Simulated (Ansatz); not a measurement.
`O[SiH](P)S` at its PBE0-D4/def2-TZVP geometry, where that method's forces vanish. Total charge 0; spin multiplicity 1.

```json
{"atom": "O1", "x (Å)": "-1.679", "y (Å)": "0.477", "z (Å)": "0.485"}
{"atom": "Si2", "x (Å)": "-0.076", "y (Å)": "0.154", "z (Å)": "0.309"}
{"atom": "P3", "x (Å)": "0.246", "y (Å)": "-1.472", "z (Å)": "-1.210"}
{"atom": "S4", "x (Å)": "1.040", "y (Å)": "1.798", "z (Å)": "-0.479"}
{"atom": "H5", "x (Å)": "-2.139", "y (Å)": "0.835", "z (Å)": "-0.277"}
{"atom": "H6", "x (Å)": "0.376", "y (Å)": "-0.161", "z (Å)": "1.682"}
{"atom": "H7", "x (Å)": "-0.291", "y (Å)": "-2.469", "z (Å)": "-0.352"}
{"atom": "H8", "x (Å)": "1.586", "y (Å)": "-1.700", "z (Å)": "-0.796"}
{"atom": "H9", "x (Å)": "0.937", "y (Å)": "2.537", "z (Å)": "0.639"}
```

**Question.** For each bond, give half the difference of the two atoms' forces along it (eV/Å; positive pushes the atoms apart) under PBE-D4, r2SCAN-D4, B3LYP-D4, ωB97M-V in def2-TZVPP. (Best estimate.)

**Answer.** The calculation gave: 
| bond | length (Å) | PBE-D4 | r2SCAN-D4 | B3LYP-D4 | ωB97M-V |
| --- | --- | --- | --- | --- | --- |
| O1–Si2 | 1.644 | 0.34 | 0.05 | 0.11 | 0.13 |
| O1–H5 | 0.959 | 0.34 | 0.02 | -0.03 | -0.07 |
| Si2–P3 | 2.249 | 0.03 | 0.03 | 0.09 | -0.01 |
| Si2–S4 | 2.137 | 0.08 | 0.05 | 0.14 | 0.04 |
| Si2–H6 | 1.480 | 0.03 | -0.04 | -0.18 | -0.20 |
| P3–H7 | 1.421 | 0.22 | 0.01 | -0.06 | -0.12 |
| P3–H8 | 1.420 | 0.20 | 0.01 | -0.05 | -0.11 |
| S4–H9 | 1.344 | 0.26 | 0.01 | -0.03 | -0.09 |

B3LYP here is the variant with VWN-RPA as its local correlation; programs differ in this.

Results of the Gaussian-basis code of Ansatz.
